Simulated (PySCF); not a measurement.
Al(Cl)(OH)2(NH3), H5AlClNO2, singlet (PBE0/def2-SVP optimised geometry):

```
10

Al    -0.657    -0.328     0.000
Cl    -1.605     1.596     0.000
O     -1.548    -1.596    -0.751
H     -1.977    -1.520    -1.603
O      1.065    -0.328     0.000
H      1.605     0.045    -0.696
N     -0.855    -0.957     1.885
H     -1.381    -1.833     1.887
H     -1.341    -0.280     2.474
H      0.077    -1.123     2.269
```

Level of theory: PBE0/def2-TZVP run with PySCF.

Question: What are the frontier orbital energies and the dipole moment?

Answer: HOMO-2 -8.39 eV, HOMO-1 -8.34 eV, HOMO -7.86 eV, LUMO -0.05 eV, LUMO+1 1.04 eV; dipole moment 3.59 D.

On the same geometry PBE/def2-TZVP (PySCF) gives HOMO-2 -6.78 eV, HOMO-1 -6.76 eV, HOMO -6.23 eV, LUMO -0.90 eV, LUMO+1 0.21 eV; dipole moment 3.60 D.

Meta-Löwdin charges at PBE0/def2-TZVP: Al1 1.06, Cl2 -0.42, O3 -0.82, H4 0.35, O5 -0.82, H6 0.34, N7 -0.51, H8 0.28, H9 0.27, H10 0.28.
